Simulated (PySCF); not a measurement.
Numbering as in the mapped SMILES `[NH2:1][Si@@H:2]([SiH3:3])[c:4]1[cH:5][cH:6][cH:7][cH:8][cH:9]1`; H(Xn) means a hydrogen on atom n.

GIAO PBE0/pcSseg-1 shifts (PySCF 2.14, gas phase, non-relativistic, equivalent atoms averaged), each against references optimised in the same way as the molecule (NH3, TMS).

On the GFN2-xTB geometry: N1 11.5, Si2 -29.0, Si3 -114.8, C4 142.6, C5/C9 139.8, C7 135.9, C6/C8 133.3, H(C5)/H(C9) 8.04, H(C7) 7.68, H(C6)/H(C8) 7.68, H(Si2) 5.84, H(Si3) 3.37, H(N1) 0.22 ppm.

**Question.** What changes on the PBE0-D3(BJ)/def2-SVP geometry?

**Answer.** 
```
      atoms  δ (ppm)  change
         N1     10.7    -0.8
        Si2    -27.1    +1.9
        Si3   -103.6   +11.2
         C4    139.8    -2.8
      C5/C9    140.4    +0.6
         C7    135.9    +0.0
      C6/C8    133.5    +0.2
H(C5)/H(C9)     7.95   -0.09
      H(C7)     7.49   -0.19
H(C6)/H(C8)     7.49   -0.19
     H(Si2)     5.62   -0.22
     H(Si3)     3.40   +0.03
      H(N1)     0.34   +0.12
```

Bonds between heavy atoms that differ most (equivalent bonds averaged): Si2–Si3 2.309 → 2.347 Å, Si2–C4 1.890 → 1.877 Å, C4–C5 1.391 → 1.403 Å, C5–C6 1.383 → 1.394 Å, C6–C7 1.385 → 1.395 Å. Mean change of bonds to hydrogen: N–H +0.007 Å, Si–H +0.029 Å, C–H +0.012 Å.
